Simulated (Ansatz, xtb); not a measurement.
Relaxing a trial structure of FGeHSi2

The starting geometry of this gas-phase singlet has its atoms placed at random.

```csv
atom,x (Å),y (Å),z (Å)
F,-1.6207,0.1429,-0.7296
Ge,-0.3498,1.0252,-1.3871
Si,-0.5820,0.7326,1.4066
Si,1.4280,-0.6617,-0.1448
H,-0.6315,-1.1017,0.5456
```

One run relaxed it with r2SCAN-D4/def2-SVP. What is a likely outcome?

It ends as a structure with H5 bridging Si3 and Si4, given below by its coordinates. Contacts that close: Ge2–Si4 (2.75 → 2.46 Å), Si3–Si4 (2.90 → 2.19 Å), Si3–H5 (2.03 → 1.70 Å), Si4–H5 (2.22 → 1.67 Å).

The energy falls by 2.81 eV over 14 steps:

```tsv
step	E − E(last) (eV)
1	2.812
2	1.102
4	0.189
5	0.165
7	0.111
8	0.075
10	0.018
11	0.005
13	0.000
14	0.000
```

Final geometry (Å):

```xyz
5

F    -1.9233    0.1993   -1.4215
Ge   -0.3647    1.0201   -1.5187
Si    0.0652    0.2786    1.8644
Si    0.9277   -0.4337   -0.0138
H    -0.4610   -0.9270    0.7803
```

From the same start GFN2-xTB ends elsewhere, differing in Si4–H5 (2.81 against 1.67 Å here).

From so rough a start the end depends on the optimiser's path, so another program may land elsewhere. No frequencies were run, so the end isn't proven a minimum. Run with Ansatz 0.2.0, 21 s on 2 threads of Intel(R) Xeon(R) Platinum 8375C CPU @ 2.90GHz (Ice Lake) (shared host).
